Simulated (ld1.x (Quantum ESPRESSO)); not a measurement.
# An all-electron radial function and its pseudo partner (Al)

Columns: radius, all-electron u(r) and pseudo u(r) of the 3p shell (level -5.68 eV) of aluminium in the configuration [Ne] 3s2 3p0.5; PBEsol, scalar-relativistic, TM scheme, ld1.x (Quantum ESPRESSO) 7.5.

| r (bohr) | all-electron | pseudo |
| --- | --- | --- |
| 0.113 | 0.0957 | -0.0032 |
| 0.225 | 0.1982 | -0.0126 |
| 0.338 | 0.2367 | -0.0283 |
| 0.450 | 0.2201 | -0.0495 |
| 0.563 | 0.1683 | -0.0764 |
| 0.675 | 0.0982 | -0.1080 |
| 0.788 | 0.0194 | -0.1441 |
| 0.900 | -0.0600 | -0.1834 |
| 1.013 | -0.1375 | -0.2258 |
| 1.125 | -0.2094 | -0.2694 |
| 1.238 | -0.2757 | -0.3142 |
| 1.350 | -0.3348 | -0.3581 |
| 1.463 | -0.3878 | -0.4007 |
| 1.575 | -0.4338 | -0.4403 |
| 1.688 | -0.4737 | -0.4765 |
| 1.800 | -0.5070 | -0.5080 |
| 1.913 | -0.5346 | -0.5348 |
| 2.025 | -0.5562 | -0.5562 |
| 2.138 | -0.5727 | -0.5727 |
| 2.250 | -0.5843 | -0.5843 |
| 2.363 | -0.5916 | -0.5916 |
| 2.475 | -0.5948 | -0.5948 |
| 2.588 | -0.5945 | -0.5945 |
| 2.700 | -0.5911 | -0.5911 |
| 2.813 | -0.5849 | -0.5849 |
| 2.925 | -0.5764 | -0.5764 |

Task: How many radial nodes do the two functions have?

Result: The all-electron 3p function has n − l − 1 = 1; the pseudo-wave has 0, since the states of the same l below it are removed with the core.

Task: At about which radius was the pseudo-wave matched?

Result: 2.25 bohr. The columns agree to 0.0005 from 1.91 bohr on; several derivatives are matched, so the curves merge somewhat inside the radius.

Task: Where does each function peak?

Result: Outermost all-electron maximum near 2.48 bohr, pseudo maximum near 2.48 bohr (to the table’s step).

Task: Is the pseudo-wave norm-conserving?

Result: Yes: the TM scheme keeps the norm inside the radius equal to the all-electron one, which fixes the energy derivative of the logarithmic derivative at the level.
